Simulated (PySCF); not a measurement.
# Orbital picture of KTe⁺

r²SCAN at R = 3.652 Å; K x2c-SVPall, Te x2c-SVPall; spin-free X2C with a Gaussian nucleus (PySCF 2.14). State: ³Σ⁻ (triplet), unpaired electrons π ↑↑. Only the outer orbitals are listed, counted within each symmetry.

```tsv
spin	orbital	occ.	ε (eV)	on K (%)	main shells (%)
α	13σ	1	-42.33	100	100 K s
α	7π	1	-25.00	100	100 K p
α	7π	1	-25.00	100	100 K p
α	14σ	1	-24.94	100	100 K p
α	15σ	1	-20.43	1	99 Te s
α	8π	1	-11.18	1	99 Te p
α	8π	1	-11.18	1	99 Te p
α	16σ	1	-10.33	5	95 Te p
α	17σ	0	-4.71	97	98 K s
α	9π	0	-2.97	97	96 K p
α	9π	0	-2.97	97	96 K p
β	13σ	1	-42.33	100	100 K s
β	7π	1	-25.00	100	100 K p
β	7π	1	-25.00	100	100 K p
β	14σ	1	-24.94	100	100 K p
β	15σ	1	-18.42	2	98 Te s
β	16σ	1	-9.71	7	92 Te p
β	8π	0	-8.58	2	98 Te p
β	8π	0	-8.58	2	98 Te p
β	17σ	0	-4.55	97	95 K s
```

Task: Which are the highest filled and the lowest empty level, where do they sit, and how wide is the gap?

Result: Highest filled β 16σ at -9.71 eV (in %: 92 Te p); lowest empty β 8π at -8.58 eV (in %: 98 Te p); the gap at r²SCAN is 1.13 eV.

The bond order (Mayer) is 0.30. The ⟨S²⟩ is 2.005 and the charge on K (Mulliken, basis-dependent) is 0.84. The charge on K (Löwdin, basis-dependent) is 0.70 and the dipole moment (positive dipole points towards Te; it is taken about the centre of mass and depends on that origin) is -11.39 D.

Spin–orbit coupling is left out. The state is the lowest determinant that a PBE0 search found; another state may lie lower at other levels.
